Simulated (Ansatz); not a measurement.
The cluster Rh₄⁻. The state is a doublet with charge -1. Geometry r2SCAN-D4/def2-SVPD.

Cartesian coordinates in Å:
```
Rh -1.194 0.751 -0.827
Rh 0.554 -0.662 -1.411
Rh -0.561 0.680 1.411
Rh 1.201 -0.769 0.827
```

In the def2 sets Rh takes a core potential; there is no spin–orbit coupling. LC-ωPBE has ω = 0.4 bohr⁻¹. At HF/def2-TZVPD, PBE-D4/def2-SVPD, r2SCAN-D4/def2-TZVPD, PBE0-D4/def2-SVPD and others the charge -1 doublet is spin-contaminated (final ⟨S²⟩ up to 5.28, 0.75 for a pure state). At PBE-D4/def2-SVPD, r2SCAN-D4/def2-TZVPD the highest occupied level of the charge -1 doublet lies above zero (up to 0.48 eV). It is a level of β spin, whose loss leaves a triplet; that state wasn't run at this geometry and level. The electron is either unbound and held by the finite basis, or the level is raised by self-interaction error. At PBE-D4/def2-SVPD the gap within one spin of the charge -1 doublet nearly closes, so an electron or hole may be smeared out by delocalisation error. The geometry of the doublet was relaxed on an unsound state (⟨S²⟩ 2.96, where a pure state has 0.75). The order of the spin states hangs on the level: the quartet lies 0.09 eV below the doublet at r2SCAN-D4/def2-TZVPD, but 0.01 eV above it at LC-ωPBE/def2-TZVPD. The doublet is doubtful at r2SCAN-D4/def2-TZVPD (⟨S²⟩ 3.01, where a pure state has 0.75). The quartet is doubtful at r2SCAN-D4/def2-TZVPD (⟨S²⟩ 4.57, where a pure state has 3.75). The doublet is doubtful at LC-ωPBE/def2-TZVPD (⟨S²⟩ 3.88, where a pure state has 0.75). The quartet is doubtful at LC-ωPBE/def2-TZVPD (⟨S²⟩ 5.74, where a pure state has 3.75). Another isomer (doublet) lies 0.25 eV lower at PBE0-D4/def2-TZVPD.

Q: Estimate the α-spin orbital energies around the gap (eV) in Ansatz with HF/def2-TZVPD, PBE-D4/def2-SVPD, r2SCAN-D4/def2-TZVPD, PBE0-D4/def2-SVPD, LC-ωPBE/def2-TZVPD.

A: 
| orbital | HF/def2-TZVPD | PBE-D4/def2-SVPD | r2SCAN-D4/def2-TZVPD | PBE0-D4/def2-SVPD | LC-ωPBE/def2-TZVPD |
| --- | --- | --- | --- | --- | --- |
| HOMO−9 | -7.55 | -1.39 | -1.55 | -2.09 | -4.85 |
| HOMO−8 | -7.31 | -1.33 | -1.46 | -1.91 | -4.61 |
| HOMO−7 | -7.03 | -1.22 | -1.41 | -1.85 | -4.49 |
| HOMO−6 | -6.44 | -0.42 | -0.95 | -1.75 | -4.44 |
| HOMO−5 | -6.37 | -0.29 | -0.63 | -1.42 | -4.07 |
| HOMO−4 | -5.95 | -0.15 | -0.57 | -1.41 | -3.62 |
| HOMO−3 | -5.72 | -0.04 | -0.31 | -0.99 | -3.25 |
| HOMO−2 | -4.81 | 0.18 | 0.01 | -0.69 | -3.12 |
| HOMO−1 | -1.76 | 0.29 | 0.10 | -0.52 | -2.73 |
| HOMO | -1.33 | 0.37 | 0.18 | -0.15 | -1.66 |
| LUMO | 3.88 | 0.66 | 0.71 | 1.48 | 3.21 |
| LUMO+1 | 3.99 | 0.67 | 0.89 | 1.83 | 4.24 |
| LUMO+2 | 4.45 | 0.85 | 1.02 | 2.27 | 4.41 |
| LUMO+3 | 4.70 | 1.12 | 1.25 | 2.33 | 4.50 |
| LUMO+4 | 5.21 | 2.38 | 2.49 | 3.02 | 4.83 |
| LUMO+5 | 5.59 | 2.67 | 2.79 | 3.25 | 4.96 |
| β HOMO | -1.46 | 0.48 | 0.24 | -0.21 | -2.10 |
| β LUMO | 3.67 | 0.62 | 0.71 | 1.60 | 3.56 |
